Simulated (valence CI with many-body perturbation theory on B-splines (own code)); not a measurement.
# Nd XXII: M1 decay

Calculated by valence CI with perturbative core correlation (CI+MBPT): three valence electrons over a frozen Dirac-Fock core [Kr], a basis of 9 s, 9 p, 10 d, 8 f, 5 g, 3 h, 1 i functions for each j, with the one-electron correlation potential Σ1 (screened to all orders), the two-electron term Σ2, the three-electron term Σ3, Breit, model QED; selected single and double excitations, second order for the rest (own B-spline code, finite nucleus).

No measured spectrum was set against this ion. As an estimate, terms of the open shell hold to 2 to 4 % of their energy, and close levels can change places. Only levels of the ground parity were solved; by the run's estimate the other parity begins above the list, which can be wrong where configurations are misplaced.

Lines 51 to 69 of 69 in falling wavelength, among levels below 194070 cm⁻¹, chosen from the decays that carry over 1 % of a level's rate. Wavelengths and rates use the calculated energies, so an error of 2000 cm⁻¹ moves a line at 118.2 nm by 2.4 % and its rate by three times that or more. Weak lines are less certain than strong ones. Lines between different terms over intervals too small for the method are left out, as are lines whose strength nearly cancels. The highest levels of a list are the least certain.

Levels are named by their leading jj configuration (3d3/2^4 stands for four electrons in 3d with j = 3/2), which in mixed levels can hold well under half, so a name can repeat and another be missing. Letters in brackets count levels of one name in rising energy.

```tsv
λ vac (nm)	Upper	Lower	Type	A (s⁻¹)	Branch %
118.2	(4d3/2 4d5/2^2) J=5/2 [a]	(4d3/2^2 4d5/2) J=5/2 [a]	M1	1.96e+02	13.7
116.5	(4d5/2^3) J=9/2	(4d3/2^2 4d5/2) J=7/2	M1	1.48e+02	5.0
109.2	(4d3/2 4d5/2^2) J=5/2 [b]	(4d3/2^2 4d5/2) J=5/2 [a]	M1	1.43e+01	1.3
108.3	(4d5/2^3) J=5/2	(4d3/2 4d5/2^2) J=3/2 [a]	M1	1.67e+03	27.1
106.5	(4d5/2^3) J=3/2	(4d3/2^2 4d5/2) J=3/2	M1	2.06e+02	6.3
105.9	(4d3/2 4d5/2^2) J=3/2 [a]	(4d3/2^3) J=3/2	M1	2.47e+02	7.2
103.9	(4d3/2 4d5/2^2) J=3/2 [b]	(4d3/2^2 4d5/2) J=5/2 [b]	M1	9.69e+01	2.8
102.9	(4d3/2 4d5/2^2) J=7/2 [b]	(4d3/2^2 4d5/2) J=5/2 [a]	M1	1.15e+02	12.1
100.4	(4d3/2 4d5/2^2) J=1/2	(4d3/2^3) J=3/2	M1	4.51e+01	2.5
94.77	(4d5/2^3) J=5/2	(4d3/2^2 4d5/2) J=5/2 [b]	M1	9.71e+02	15.7
92.63	(4d5/2^3) J=5/2	(4d3/2 4d5/2^2) J=7/2 [a]	M1	7.01e+02	11.3
89.37	(4d5/2^3) J=3/2	(4d3/2^2 4d5/2) J=5/2 [a]	M1	5.85e+02	17.8
89.07	(4d3/2 4d5/2^2) J=5/2 [a]	(4d3/2^3) J=3/2	M1	5.65e+01	4.0
83.86	(4d3/2 4d5/2^2) J=5/2 [b]	(4d3/2^3) J=3/2	M1	1.66e+02	15.3
80.68	(4d3/2 4d5/2^2) J=3/2 [b]	(4d3/2^2 4d5/2) J=1/2	M1	1.21e+02	3.5
75.84	(4d3/2 4d5/2^2) J=3/2 [b]	(4d3/2^2 4d5/2) J=3/2	M1	3.17e+02	9.2
71.66	(4d5/2^3) J=3/2	(4d3/2^3) J=3/2	M1	5.71e+01	1.7
69.96	(4d5/2^3) J=5/2	(4d3/2^2 4d5/2) J=7/2	M1	2.05e+02	3.3
66.75	(4d3/2 4d5/2^2) J=3/2 [b]	(4d3/2^2 4d5/2) J=5/2 [a]	M1	3.05e+02	8.9
```
